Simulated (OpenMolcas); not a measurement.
## O+: thermal populations, Slater's ratio, worked from levels

```yaml
Program: OpenMolcas 26.06
Basis: ANO-R2 [4s4p2d1f]
Scalar_Hamiltonian: X2C, finite nucleus
Active_space: 3 electrons in 3 orbitals (2p)
State_averaging: 2S+1 = 4 odd, 1 root; 2S+1 = 2 odd, 8 roots
Spin-orbit_coupling: state interaction with AMFI integrals over the reference wave functions, term energies averaged over their components
```

Methods: CASSCF; SS-CASPT2, IPEA 0.25 Eh, imaginary shift 0.1 Eh (closed shells correlated: 1s 2s). Measured levels: NIST Handbook of Basic Atomic Spectroscopic Data.

**Thermal populations.** Z = Σ (2J + 1) exp(-E/kT) with k = 0.695035 cm-1/K, over the levels below. No other level of either list lies under 90000 cm-1, which is above 7 kT at each temperature.

```csv
Level,2J + 1,SS-CASPT2,measured
2s² 2p³ ⁴S°_3/2,4,0.0,0.0
2s² 2p³ ²D°_3/2,4,27470,26831
2s² 2p³ ²D°_5/2,6,27480,26811
2s² 2p³ ²P°_1/2,2,43320,40470
2s² 2p³ ²P°_3/2,4,43320,40468
```

```tsv
T (K)	Z, SS-CASPT2	Z, measured levels	Ground level (%), SS-CASPT2	Ground level (%), measured levels
12000	4.404	4.448	90.8	89.9
```

At 12000 K, kT = 8340 cm-1, and the computed levels give Z = 4.000 + 0.148 + 0.222 + 0.011 + 0.022 = 4.404.

**Slater's ratio.** With one set of orbitals, p3 has ²D° - ⁴S° = 9 F2 and ²P° - ²D° = 6 F2 (F2 = F²/25), a ratio of 2/3. Term energies are centres of gravity, weighted by 2J + 1.

```
   Source  ²D° - ⁴S°  ²P° - ⁴S°  F2 from the first  Ratio
   CASSCF      30580      50642               3398  0.656
SS-CASPT2      27476      43323               3053  0.577
 measured      26819      40469               2980  0.509
```

Energies in cm-1. A ratio away from 2/3 shows effects beyond one configuration with one set of orbitals, and in heavier atoms second-order spin-orbit shifts.

Term energies are means over components that CASPT2 splits; among the terms shown or strongly mixed into the levels shown the widest spread is 140 cm-1 (2s² 2p³ ²D°, SS-CASPT2). With the s shell closed, the reference lacks s² → p² mixing. Without dynamic correlation excited terms often stand tens of per cent too high (terms of higher spin than the ground term too low), and those without a measured partner can miss by more than the paired ones (holds for CASSCF). Measured partners are found by configuration, term and J. A level has none where our copy of the source lacks it or the pairing is in doubt (some pairs that miss far off the trend of their configuration count as doubtful), and it then counts in no deviation. Only configurations of the active space appear.

° marks odd parity.
